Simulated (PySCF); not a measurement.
# Dipole response of Zr (zirconium, neutral)

[Kr] 4d3 5s1, high-spin 5F determinant (an excited configuration). Computed with PySCF 2.14 in def2-TZVPPD with the def2 core potential (28 electrons), with scalar relativity through the core potential. Coupled (time-dependent) response in atomic units; α is the mean over directions.

| method | mean α (bohr³) | C₆ (like pair) | S(−4) |
| --- | --- | --- | --- |
| UHF | 167.5 | 2132 | 20610 |
| PBE | 109.9 | 1156 | 11500 |
| PBE0 | 117.8 | 1293 | 11590 |
| LC-wPBE | 152.8 | 1839 | 19320 |
| wB97M-V | 133.4 | 1490 | 16160 |

S(−4) is the Cauchy moment in α(ω) = α(0) + S(−4) ω² + …

Spin-orbit coupling is absent.

α(iu) at PBE:

```tsv
u (hartree)	α(iu) (bohr³)
0	109.9
0.0500	89.36
0.100	62.06
0.200	33.40
0.300	22.11
0.500	13.05
0.750	8.303
1.00	5.831
1.50	3.352
2.00	2.168
3.00	1.106
5.00	0.4379
```

Energies and moments cover only the electrons outside the core potential.
